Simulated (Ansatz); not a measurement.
Diatomic TiGe, multiplicity 5 (lowest of 2S+1 = 1, 3, 5, 7 at PBE0/def2-TZVPP; our sources give no spin for the ground state, which may be another). No spin–orbit coupling. Ti is treated without relativity. Ge is treated without relativity.

Seven points along R, fitted to fifth degree in 1/R; most abundant isotopes. In def2 and cc sets the state is the lowest found near the PBE0 minimum, followed along R.

Codes used: Ansatz (a first-principles code) with Gaussian orbitals. Each number belongs to the level named beside it.

Energies at CAM-B3LYP/def2-TZVPP:

```json
[
 {"R (Å)": "2.305990", "E (hartree)": "-2926.47919185"},
 {"R (Å)": "2.367979", "E (hartree)": "-2926.48268608"},
 {"R (Å)": "2.425008", "E (hartree)": "-2926.48427087"},
 {"R (Å)": "2.489477", "E (hartree)": "-2926.48457157"},
 {"R (Å)": "2.553945", "E (hartree)": "-2926.48363929"},
 {"R (Å)": "2.628332", "E (hartree)": "-2926.48142885"},
 {"R (Å)": "2.715117", "E (hartree)": "-2926.47781147"}
]
```

Q: With a reduced mass of 29.0834 u, find the minimum, the force constant and the constants.

A: A fifth-degree polynomial in 1/R puts the minimum at r_e = 2.4707 Å with force constant 139 N/m. Then ω_e = (1/2πc)√(k/μ) = 285 cm⁻¹ and B_e = h/(8π²cμr_e²) = 0.09495 cm⁻¹; the cubic and quartic terms give α_e = 0.00045 and ω_e x_e = 1.2 cm⁻¹.
